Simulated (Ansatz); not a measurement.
`B[SiH2]OC` + H–F → `B[SiH2]F` + CH₃OH at 600 K and 1 bar (ligand exchange at the Si–O bond).

Gas-phase electronic energies from Ansatz, PBE0-D4/def2-TZVP geometries. CCSD(T)/CBS adds triple-zeta CCSD(T) − MP2 to the extrapolated MP2 energy (def2 sets, frozen cores). This one scheme is used for every species. Each species was taken in one conformer, which may not be the lowest.

| species | CCSD(T)/CBS energy (Eh) | H − E (kJ/mol) | S (J/(mol·K)) |
| --- | --- | --- | --- |
| `B[SiH2]OC` | -431.29232 | 268.2 | 429.9 |
| H–F | -100.39570 | 42.3 | 194.0 |
| `B[SiH2]F` | -416.08532 | 146.8 | 353.7 |
| CH₃OH | -115.61712 | 163.6 | 277.3 |

H − E and S are ideal-gas, rigid-rotor, harmonic terms from PBE0-D4/def2-TZVP, for one conformer and one mirror image of each species. 1 Eh = 2625.50 kJ/mol, R = 8.31446 J/(mol·K).

**Question.** By hand: ΔE, ΔH, ΔS and ΔG.

**Answer.** ΔE = (-416.08532) + (-115.61712) − (-431.29232) − (-100.39570) = -0.01442 Eh = -37.9 kJ/mol. Δ(H − E) = 146.8 + 163.6 − 268.2 − 42.3 = -0.1, so ΔH = -38.0 kJ/mol. ΔS = 353.7 + 277.3 − 429.9 − 194.0 = 7.1 J/(mol·K). ΔG = -38.0 − 600 × (7.1)/1000 = -42.3 kJ/mol.

**Question.** By hand: the equilibrium constant, and the temperature at which ΔG would vanish if ΔH and ΔS stayed fixed.

**Answer.** log₁₀ K = −ΔG/(RT ln 10) = 3.7. ΔH and −TΔS have one sign here, so there is no such temperature.

The number of gas molecules stays the same, so ΔS is small and ΔH decides. A doubt of 5 kJ/mol in ΔE shifts log₁₀ K by 0.4 here. Other conformers and mirror images would add mixing entropy, several J/(mol·K) or more a flexible species. These are equilibria of isolated gas molecules and say nothing of rates. Largest T1 diagnostic: 0.012 (customary marks: 0.02 for closed shells, 0.045 for open ones).

ΔS is within the doubt of such terms, so its sign, and with it that verdict, could turn.
